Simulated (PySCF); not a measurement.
# Electron correlation in Si (silicon, neutral)

[Ne] 3s2 3p2, high-spin 3P determinant. Computed with PySCF 2.14 in x2c-TZVPall, with scalar relativity by spin-free X2C-1e. Frozen: [Ne]; 4 electrons correlated.

MP2 pair energies summed by pair of shells (mhartree):

| pair | energy | share (%) |
| --- | --- | --- |
| 3s-3p | -33.17 | 60.7 |
| 3s-3s | -15.88 | 29.0 |
| 3p-3p | -5.63 | 10.3 |

Total MP2 correlation energy: -54.68 mhartree.

Same-spin part -9.54 and opposite-spin part -45.14 mhartree; SCS-MP2 scales them by 1/3 and 6/5 to -57.35 mhartree.

```tsv
level	correlation energy (mhartree)
CCSD	-73.25
(T)	-2.39
CCSD(T)	-75.64
```

Diagnostics: T1 = 0.011, D1 = 0.0297, largest double amplitude 0.099.

Problem. Is a single reference adequate?

Solution. Mostly. T1 lies below 0.03, but a double amplitude of this size points to a near-degeneracy that CCSD handles and MP2 describes poorly.
